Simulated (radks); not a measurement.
Problem. The mean radii <r> (bohr) of the occupied orbitals of an atom or ion are listed with their occupations. Method: Dirac Kohn-Sham, PBE, spin-unpolarised, spherical densities, finite nucleus; Fermi nuclear charge, rms radius of each element as measured or else 0.836 A^(1/3) + 0.57 fm; computed with a radial shooting solver on a logarithmic mesh with Libxc functionals.

| orbital | occ. | <r> |
|---|---|---|
| 1s1/2 | 2 | 0.04700 |
| 2s1/2 | 2 | 0.2098 |
| 2p1/2 | 2 | 0.1812 |
| 2p3/2 | 4 | 0.1848 |
| 3s1/2 | 2 | 0.6183 |
| 3p1/2 | 2 | 0.6303 |
| 3p3/2 | 4 | 0.6402 |
| 3d3/2 | 4 | 0.6814 |
| 3d5/2 | 5 | 0.6852 |

Name the element and its charge. Open shells, if any, fill j = l - 1/2 first.

Solution. Z = 32, germanium, charge +5: Ge5+ in [Ar] 3d9. The 1s radius gives Z: for a bare nucleus <r> = (2 gamma + 1)/(2Z) with gamma = sqrt(1 - (Z/c)^2), 0.04601 bohr for Z = 32, and screening makes it slightly larger (0.04700 here). The occupations add up to 27, and the charge is Z minus that.
